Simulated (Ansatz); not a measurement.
Geometry optimisation, Ansatz 0.2.0, RHF/def2-SVP.

input.yaml

```yaml
crystal:
  periodic: [false, false, false]
  atoms:
    - { symbol: Sn, position_ang: [-0.098332, 0.188114, -0.110007] }
    - { symbol: H, position_ang: [0.033212, 0.017719, 1.602726] }
    - { symbol: Cl, position_ang: [2.04521, 0.302118, -1.034868] }
    - { symbol: H, position_ang: [-0.939918, 1.565181, -0.624183] }
    - { symbol: Cl, position_ang: [-1.219725, -1.671527, -0.974863] }
    - { symbol: F, position_ang: [1.274855, -2.056181, 1.484816] }
    - { symbol: H, position_ang: [0.951397, -1.517225, 2.139479] }
basis:
  gaussian: { orbitals: def2-SVP }
hamiltonian:
  xc: hf
relax:
  f_tol: 0.03
  max_steps: 50
```

Command:

```bash
$ ansatz run input.yaml --threads 1 --pin off --max-ram 2048MiB --backend cpu --events-out ev --progress --plain --runs-dir out
```

Q: Where does it end, and by what steps?

A: The forces met the threshold. After 36 steps the energy has fallen by 0.301 eV; H7 moved furthest, 1.15 Å.

```json
{"step": "0", "energy less start (eV)": "0.0000", "largest force component (eV/Å)": "0.504", "accepted": "yes"}
{"step": "2", "energy less start (eV)": "-0.0711", "largest force component (eV/Å)": "2.026", "accepted": "no"}
{"step": "4", "energy less start (eV)": "-0.1154", "largest force component (eV/Å)": "0.372", "accepted": "yes"}
{"step": "6", "energy less start (eV)": "-0.1424", "largest force component (eV/Å)": "0.376", "accepted": "yes"}
{"step": "8", "energy less start (eV)": "-0.0417", "largest force component (eV/Å)": "3.471", "accepted": "no"}
{"step": "10", "energy less start (eV)": "-0.1623", "largest force component (eV/Å)": "0.059", "accepted": "yes"}
{"step": "12", "energy less start (eV)": "-0.1662", "largest force component (eV/Å)": "0.738", "accepted": "no"}
{"step": "14", "energy less start (eV)": "-0.1769", "largest force component (eV/Å)": "0.123", "accepted": "yes"}
{"step": "16", "energy less start (eV)": "-0.1828", "largest force component (eV/Å)": "0.125", "accepted": "yes"}
{"step": "18", "energy less start (eV)": "-0.1886", "largest force component (eV/Å)": "1.049", "accepted": "no"}
{"step": "20", "energy less start (eV)": "-0.2002", "largest force component (eV/Å)": "0.150", "accepted": "yes"}
{"step": "22", "energy less start (eV)": "-0.2234", "largest force component (eV/Å)": "0.218", "accepted": "yes"}
{"step": "24", "energy less start (eV)": "-0.1958", "largest force component (eV/Å)": "2.160", "accepted": "no"}
{"step": "26", "energy less start (eV)": "-0.2430", "largest force component (eV/Å)": "0.764", "accepted": "yes"}
{"step": "28", "energy less start (eV)": "-0.2524", "largest force component (eV/Å)": "0.675", "accepted": "yes"}
{"step": "30", "energy less start (eV)": "-0.2908", "largest force component (eV/Å)": "0.317", "accepted": "yes"}
{"step": "32", "energy less start (eV)": "-0.2994", "largest force component (eV/Å)": "0.044", "accepted": "yes"}
{"step": "34", "energy less start (eV)": "-0.3003", "largest force component (eV/Å)": "0.054", "accepted": "yes"}
{"step": "36", "energy less start (eV)": "-0.3012", "largest force component (eV/Å)": "0.025", "accepted": "yes"}
```

```xyz
7
Properties=species:S:1:pos:R:3
Sn -0.094 0.416 -0.101
H -0.029 0.793 1.541
Cl 2.050 0.502 -1.028
H -1.119 1.329 -1.090
Cl -0.830 -1.825 -0.325
F 1.299 -1.951 2.019
H 0.770 -2.437 1.467
```

Whether the end is a true minimum wasn't checked by a vibrational analysis.

The run took 94 s on 1 thread of Arm Neoverse V1, with other jobs on the host, peak memory 0.19 GiB.
